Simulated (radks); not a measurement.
Problem. The chromium ion Cr+, 23 electrons, occupied as [Ar] 3d5. Method: Dirac Kohn-Sham, PBE, spin-unpolarised, spherical densities, finite nucleus; open shells fill j = l - 1/2 first; Fermi nuclear charge, rms radius 3.6452 fm; computed with a radial shooting solver on a logarithmic mesh with Libxc functionals.

Spin-orbit splittings of the eigenvalues, e(l+1/2) - e(l-1/2), with zeta = 2 splitting/(2l+1) and mean radii in bohr:

| shell | occ. | splitting (eV) | zeta (eV) | <r> j=l-1/2 | <r> j=l+1/2 |
|---|---|---|---|---|---|
| 2p | 6 | 8.650 | 5.767 | 0.2579 | 0.2607 |
| 3p | 6 | 1.011 | 0.6739 | 0.9621 | 0.9712 |
| 3d | 5 | ? | ? | 1.414 | 1.421 |

Estimate the 3d splitting.

Solution. 0.07994 eV (zeta = 0.03198 eV).
